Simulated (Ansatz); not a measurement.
Cost and result for the atomization energy of CH₇AlBFOSi (13 atoms, 13 bonds).

```csv
atom,x (Å),y (Å),z (Å)
C1,-0.4433,0.3807,-1.8922
O2,-0.0975,0.1216,-0.5234
B3,1.0241,0.6151,0.1495
F4,1.8349,1.3906,-0.5465
Si5,0.8983,-0.1360,2.0407
Al6,-1.0741,-1.0128,0.8796
H7,-1.4223,0.8580,-1.9081
H8,0.3044,1.0304,-2.3427
H9,-0.4848,-0.5734,-2.4161
H10,2.1089,-0.9554,2.3270
H11,0.8380,0.9895,3.0146
H12,-2.4663,-0.2474,1.0003
H13,-1.0203,-2.4609,0.2173
```

The species carries charge 0 and has multiplicity 1. The bonds changed during the relaxation, so this is another structure than the one it started from. All single points use the PBE0-D4/def2-TZVP geometry. It is one conformer, not always the lowest. Program: Ansatz. All runs use 2 threads of an AMD EPYC 7R13 on a shared host and a share of an NVIDIA H100 80 GB. Times are those of one run each, without the atoms' runs, and a repeat can differ threefold. Electronic energies, without spin–orbit coupling; frozen cores. CCSD(T)/CBS adds CCSD(T) − MP2 in def2-TZVPP to the MP2 limit, and its time is that of the two runs behind it. T1 = 0.014. B3LYP takes the VWN-RPA correlation (the form of Gaussian; ORCA's B3LYP/G).

CCSD(T)/CBS is a level of theory with its own doubt, some kJ/mol a heavy atom from the limit and from the frozen cores, so smaller differences don't rank the functionals.

| level | functions | wall time |
| --- | --- | --- |
| PBE0-D4/def2-TZVPP | 306 | 2.2 s |
| PBE-D4/def2-TZVPP (with forces) | 306 | 2.3 s |
| r2SCAN-D4/def2-TZVPP (with forces) | 306 | 2.8 s |
| B2PLYP/def2-TZVPP | 306 | 3.1 s |
| B3LYP-D4/def2-TZVPP (with forces) | 306 | 3.3 s |
| ωB97M-V/def2-TZVPP (with forces) | 306 | 3.9 s |
| MP2/def2-QZVPP | 578 | 4.2 s |
| CCSD(T)/def2-TZVPP | 306 | 4.9 s |
| ωB97X-V/def2-TZVPP | 306 | 6.5 s |
| CCSD(T)/CBS(def2) | – | 9.2 s |

Problem. What atomization energy does each give, and how far from CCSD(T)/CBS? (Estimate.)

Solution. Computed: 
| level | atomization (kcal/mol) | difference from CCSD(T)/CBS | per bond |
| --- | --- | --- | --- |
| PBE0-D4/def2-TZVPP | 1092.3 | -4.1 | -0.3 |
| PBE-D4/def2-TZVPP (with forces) | 1108.0 | 11.6 | 0.9 |
| r2SCAN-D4/def2-TZVPP (with forces) | 1102.4 | 6.0 | 0.5 |
| B2PLYP/def2-TZVPP | 1082.6 | -13.8 | -1.1 |
| B3LYP-D4/def2-TZVPP (with forces) | 1094.0 | -2.4 | -0.2 |
| ωB97M-V/def2-TZVPP (with forces) | 1099.2 | 2.8 | 0.2 |
| MP2/def2-QZVPP | 1100.9 | 4.5 | 0.3 |
| CCSD(T)/def2-TZVPP | 1069.9 | -26.5 | -2.0 |
| ωB97X-V/def2-TZVPP | 1101.9 | 5.5 | 0.4 |
| CCSD(T)/CBS(def2) | 1096.4 | 0.0 | 0.0 |

The D4 term adds +11.4 kcal/mol with B3LYP and +6.0 kcal/mol with PBE0; it sums over pairs of atoms, weighted by their polarisabilities, and B3LYP, whose exchange is more repulsive, gets the larger term. From PBE to PBE0 (25 % exact exchange), in def2-TZVPP and without D4, the atomization energy moves by −14.6 kcal/mol: exact exchange takes away binding that semilocal exchange gives to molecules. In def2-TZVPP, CCSD(T) changes the Hartree–Fock value by +247.7 kcal/mol (the triples alone add +14.6 kcal/mol) and MP2 by +262.9 kcal/mol; breaking electron pairs costs correlation energy, which Hartree–Fock lacks.
